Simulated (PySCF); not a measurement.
A survey of 17O NMR shifts

How the numbers were obtained: structure optimised with GFN2-xTB, shielding tensors at PBE0/pcSseg-1 (GIAO), in PySCF 2.14.0 with density-fitted response routines (averaged over atoms made equivalent by symmetry, fast rotation or ring inversion, non-relativistic, a single conformation, gas phase).

Shieldings were converted by a linear fit to measured shifts: 17O (scatter 10.7 ppm rms, 12.2 ppm with the 3 outliers that the fit left out vs liquid water, solution or neat liquid). Occasional misses reach two or three times the rms, and more in compound classes unlike the fitted ones.

Q: Give the 17O shifts of `C=C1C=CC=C(C(=O)O)C=C1`, `CCO[C@@H]1[C@@H](C)[Si@@H]1SC`, `CCC[C@@H]1CS[C@H]1O[SiH3]`, `COC(=O)c1cpcpc1C`, `C=CSCO[Si](C)(C)C`.

A: 
| compound | environment | δ (ppm) |
| --- | --- | --- |
| [CH2:1]=[C:2]1[CH:3]=[CH:4][CH:5]=[C:6]([C:7](=[O:8])[OH:9])[CH:10]=[CH:11]1 | O8: carbonyl oxygen | 347.4 |
| [CH2:1]=[C:2]1[CH:3]=[CH:4][CH:5]=[C:6]([C:7](=[O:8])[OH:9])[CH:10]=[CH:11]1 | O9: acid hydroxyl oxygen | 137.3 |
| CCO[C@@H]1[C@@H](C)[Si@@H]1SC | ether oxygen | 14.7 |
| CCC[C@@H]1CS[C@H]1O[SiH3] | oxygen bonded to C, Si | 27.3 |
| [CH3:1][O:2][C:3](=[O:4])[c:5]1[cH:6][p:7][cH:8][p:9][c:10]1[CH3:11] | O4: ester carbonyl oxygen | 377.1 |
| [CH3:1][O:2][C:3](=[O:4])[c:5]1[cH:6][p:7][cH:8][p:9][c:10]1[CH3:11] | O2: ester alkoxy oxygen | 143.8 |
| C=CSCO[Si](C)(C)C | oxygen bonded to C, Si | 21.3 |

In solution the two oxygens of a carboxylic acid give one averaged line by proton exchange, and hydrogen bonding shields acid and N–H amide carbonyl oxygens by tens of ppm; neither is in these numbers.
